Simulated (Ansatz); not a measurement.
Ideal-gas functions of `[NH2][In][O][SiH3]` radical at 600 K and 1 bar, from an Ansatz frequency run at PBE0-D4/def2-TZVP.

Molar mass 177.95 g/mol, point group C1 (symmetry number 1), electronic degeneracy 2, moments of inertia 45.324, 391.733, 430.294 u Å². Harmonic wavenumbers (cm⁻¹, unscaled): 18, 49, 67, 128, 204, 404, 461, 619, 722, 732, 766, 954, 959, 990, 997, 1533, 2172, 2192, 2204, 3493, 3603.

Use S(trans) = R[1.5 ln M + 2.5 ln T − 1.1517]; rotational temperatures θ = 24.2544 K / I; S(rot) = R[ln(√π/σ · √(T³/θAθBθC)) + 1.5]; for each mode x = 1.438777 ν̃/T, S = R[x/(eˣ − 1) − ln(1 − e⁻ˣ)] and H = RT x/(eˣ − 1); 1 cm⁻¹ = 0.0119627 kJ/mol; R = 8.31446 J/(mol·K).

Task: By hand: the entropy, in J/(mol·K).

Result: Translation 188.0. Rotation: θ = 0.5351, 0.0619, 0.0564 K, giving 123.1. Vibration, mode by mode: 34.45, 26.12, 23.53, 18.17, 14.34, 8.90, 7.89, 5.75, 4.72, 4.63, 4.34, 3.04, 3.01, 2.84, 2.80, 1.01, 0.28, 0.27, 0.27, 0.02, 0.01, in all 166.4. Electronic 5.8. Sum 483.3 J/(mol·K).

Task: By hand: H − E and G − E in kJ/mol, counted from the electronic energy.

Result: Zero-point energy ½ × 23267 × 0.0119627 = 139.2; thermal vibration 41.5; translation, rotation and pV give 4 RT = 20.0. H − E = 200.7 kJ/mol, and G − E = 200.7 − 600 × 483.3/1000 = -89.3 kJ/mol.

Vibration gives 34 % of the entropy, 102.3 J/(mol·K) of it from the modes under 150 cm⁻¹: soft modes count most, and the harmonic formula is weakest for them. The sum counts one conformer and one mirror image; others add a mixing term.
